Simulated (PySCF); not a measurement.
## PdS₂⁺, doublet: computed properties

Method: UPBE/[Pd def2-TZVP with ECP28, S def2-TZVP], scalar-relativistic core potentials, density fitting, no spin–orbit coupling, PySCF.

The structure is a minimum.

```json
{
  "Point group": "C2v",
  "Bond lengths": "Pd–S 2.272 Å (×2), S–S 1.937 Å",
  "Bond angles": "Pd–S–S 64.8° (×2), S–Pd–S 50.5°",
  "Heat capacity Cp at 298.15 K": "51.4 J/(mol K)",
  "Zero-point energy": "7.2 kJ/mol",
  "Rotational constants": "0.281, 0.1001, 0.07382 cm⁻¹",
  "Enthalpy at 298.15 K above 0 K": "12.69 kJ/mol",
  "Principal polarisabilities": "35.1, 55.3, 56.9 bohr³",
  "Entropy at 298.15 K and 1 bar (electronic part: spin only)": "297.5 J/(mol K)",
  "Lowest empty level (α)": "-10.67 eV",
  "Principal quadrupole moments (Buckingham, traceless) about the centre of mass": "-9.73, 0.27, 9.46 D Å",
  "Dipole moment about the centre of mass": "0.27 D",
  "Highest occupied level (α)": "-11.47 eV",
  "Rotational symmetry number": "2",
  "Spin squared ⟨S²⟩": "0.753"
}
```

Harmonic modes (masses in u: Pd 105.903, S 31.972):
```csv
symmetry,ω (cm⁻¹),IR (km/mol),μ (u)
b2,216,0.1,34.34
a1,324,5.6,43.08
a1,666,0.1,32.13
```

In C2v the vibrations span b2 + 2a1. Here b1 is antisymmetric to the molecular plane and b2 lies in it.

Charges (e):
| atom | Mulliken | Löwdin | polar tensor | spin (Mulliken) | Mayer order to Pd1 |
| --- | --- | --- | --- | --- | --- |
| Pd1 | 0.58 | 0.11 | 0.44 | 0.06 | – |
| S2,3 | 0.21 | 0.45 | 0.28 | 0.47 | 0.93 |
Other Mayer orders above 0.3: S–S 1.75.

Mulliken populations on Pd1 (electrons outside its core potential): s 2.31, p 6.09, d 9.02, f 0.00.

Outer orbital energies (eV). α occupied: -16.09, -15.66, -14.72, -13.12, -12.94, -12.45, -12.22, -11.47; empty: -10.67, -8.48, -7.14, -5.20. β occupied: -16.37, -15.89, -15.09, -14.62, -12.89, -12.84, -12.24, -12.17; empty: -10.55, -10.52, -8.45, -6.91.

Only a few start shapes were tried, so a lower isomer may exist. With open d or f shells other occupations or spin states may lie lower.

The final relaxation and frequency run took 94 s on 4 threads of a shared Intel Xeon @ 2.50GHz (Skylake/Cascade Lake) host, with 114 basis functions and 10 gradients; the process peaked at 0.91 GiB. Launch command: `OMP_NUM_THREADS=4 python axn.py task.json out`.
